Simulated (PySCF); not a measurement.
pentane (C5H12), SMILES CCCCC. Atoms are numbered in the order given.

```xyz
17

C      2.3762     0.5290     0.3249
C      0.9944    -0.1051     0.4897
C      0.0906     0.0870    -0.7337
C     -1.2895    -0.5780    -0.6302
C     -2.1948     0.0005     0.4602
H      2.9158     0.1004    -0.5457
H      3.0111     0.3744     1.2207
H      2.2989     1.6235     0.1554
H      1.1029    -1.1947     0.6916
H      0.5011     0.3183     1.3917
H     -0.0407     1.1776    -0.9222
H      0.6170    -0.3095    -1.6305
H     -1.8020    -0.4897    -1.6126
H     -1.1542    -1.6699    -0.4603
H     -3.1931    -0.4820     0.4569
H     -1.7672    -0.1393     1.4741
H     -2.3507     1.0906     0.3155
```

Coordinates come from a PBE-D3(BJ)/def2-SVP optimisation. One conformer was computed; it need not be the lowest.

These are PySCF with PBE-D3(BJ)/def2-SVP values and carry that method's errors.

Harmonic, unscaled wavenumbers; measured fundamentals usually lie a few per cent lower.

| mode | ν (cm⁻¹) | IR (km/mol) | moving atoms (share of kinetic energy) |
|---|---|---|---|
| 1 | 82 | 0.0 | H 53 %, C 47 % |
| 2 | 126 | 0.0 | H 50 %, C 50 % |
| 3 | 206 | 0.0 | H 66 %, C 34 % |
| 4 | 247 | 0.0 | H 89 %, C 11 % |
| 5 | 286 | 0.1 | H 64 %, C 36 % |
| 6 | 325 | 0.1 | C 61 %, H 39 % |
| 7 | 462 | 0.3 | C 60 %, H 40 % |
| 8 | 719 | 4.7 | H 88 %, C 12 % |
| 9 | 749 | 2.0 | H 83 %, C 17 % |
| 10 | 828 | 0.4 | H 63 %, C 37 % |
| 11 | 844 | 2.1 | H 67 %, C 33 % |
| 12 | 905 | 3.6 | H 51 %, C 49 % |
| 13 | 966 | 0.4 | H 78 %, C 22 % |
| 14 | 990 | 0.7 | H 76 %, C 24 % |
| 15 | 1035 | 0.2 | C 67 %, H 33 % |
| 16 | 1080 | 0.1 | C 55 %, H 45 % |
| 17 | 1119 | 2.0 | C 56 %, H 44 % |
| 18 | 1143 | 0.6 | C 53 %, H 47 % |
| 19 | 1212 | 1.3 | H 74 %, C 26 % |
| 20 | 1240 | 0.2 | H 75 %, C 25 % |
| 21 | 1274 | 0.1 | H 88 %, C 12 % |
| 22 | 1279 | 2.4 | H 82 %, C 18 % |
| 23 | 1318 | 2.7 | H 73 %, C 27 % |
| 24 | 1343 | 0.6 | H 70 %, C 30 % |
| 25 | 1351 | 4.3 | H 70 %, C 30 % |
| 26 | 1354 | 2.9 | H 64 %, C 36 % |
| 27 | 1405 | 1.1 | H 93 % |
| 28 | 1411 | 1.1 | H 94 % |
| 29 | 1418 | 2.0 | H 94 % |
| 30 | 1420 | 7.7 | H 97 % |
| 31 | 1423 | 3.7 | H 96 % |
| 32 | 1430 | 4.1 | H 93 % |
| 33 | 1433 | 6.1 | H 93 % |
| 34 | 2942 | 12.6 | H 94 % |
| 35 | 2955 | 19.7 | H 94 % |
| 36 | 2957 | 40.5 | H 94 % |
| 37 | 2963 | 34.2 | H 97 % |
| 38 | 2966 | 23.7 | H 97 % |
| 39 | 2986 | 8.4 | H 91 %, C 9 % |
| 40 | 3001 | 21.6 | H 91 %, C 9 % |
| 41 | 3008 | 41.8 | H 91 %, C 9 % |
| 42 | 3046 | 41.6 | H 91 %, C 9 % |
| 43 | 3050 | 27.1 | H 91 %, C 9 % |
| 44 | 3056 | 23.5 | H 91 %, C 9 % |
| 45 | 3058 | 34.0 | H 91 %, C 9 % |
